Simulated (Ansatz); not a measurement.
Compare A (`C[Te][GeH3]`) with its isomer B (`[CH3][GeH2][TeH]`).

Computed with Ansatz on PBE0-D4/def2-TZVP structures; ΔE is electronic, products minus reactants. CCSD(T)/CBS is the MP2 limit (def2-TZVPP, def2-QZVPP) plus CCSD(T) − MP2 in def2-TZVPP, frozen cores. Functionals use def2-TZVPP. B3LYP here is the variant with VWN-RPA as its local correlation; programs differ in this. def2 core potentials past Kr. For Ge, Te outer-core shells are correlated without core-valence functions, which leaves a few kJ/mol of doubt a bond. Scalar relativity is left out up to krypton.

A:

```xyz
9

C     1.028    1.205   -0.733
Te    0.053   -0.539   -1.525
Ge   -1.004   -1.183    0.701
H     0.285    1.901   -0.350
H     1.568    1.662   -1.561
H     1.727    0.914    0.047
H    -1.817   -2.464    0.464
H    -1.927   -0.059    1.201
H     0.085   -1.439    1.757
```

B:

Z-matrix (Å, degrees):
```
C
Ge 1 1.951
H 1 1.090 2 109.8
H 1 1.092 2 110.0 3 120.3
H 1 1.090 2 109.9 3 -119.8
Te 2 2.564 1 111.1 3 58.0
H 2 1.539 1 110.9 3 -180.0
H 2 1.539 1 111.4 3 -57.9
H 6 1.658 2 91.5 1 63.0
```

Problem. Which isomer does CCSD(T)/CBS put lower? Give the gap. (An estimate is asked.)

Solution. The calculation gave: B, by 29.4 kJ/mol.

Problem. Give E(B) − E(A) in kJ/mol with CCSD/def2-TZVPP, BLYP-D4, B3LYP, CCSD(T)/def2-SVP, r2SCAN-D4, HF/def2-TZVPP, CCSD(T)/def2-TZVPP. (Estimate.)

Solution. Computed: CCSD/def2-TZVPP -34.1, BLYP-D4 -25.7, B3LYP -29.4, CCSD(T)/def2-SVP -35.2, r2SCAN-D4 -31.2, HF/def2-TZVPP -33.4, CCSD(T)/def2-TZVPP -32.8. None reverses the order clearly.

Problem. Does the order hold for the free energy at 298.15 K (harmonic terms from PBE0-D4)? (Best estimate.)

Solution. Computed: Yes: G(B) − G(A) = -30.5 kJ/mol.

Largest T1 diagnostic: 0.011.

Leaving LDA and LC-ωPBE aside and taking each functional with its dispersion term where it has one, the values, not all of them listed here, spread over 7.4 kJ/mol, from PBE-QIDH to BLYP-D4. LDA lies −4.0 kJ/mol from PBE without D4. At CCSD(T), def2-SVP lies −5.8 kJ/mol from the extrapolated value and def2-TZVPP −3.4 kJ/mol.
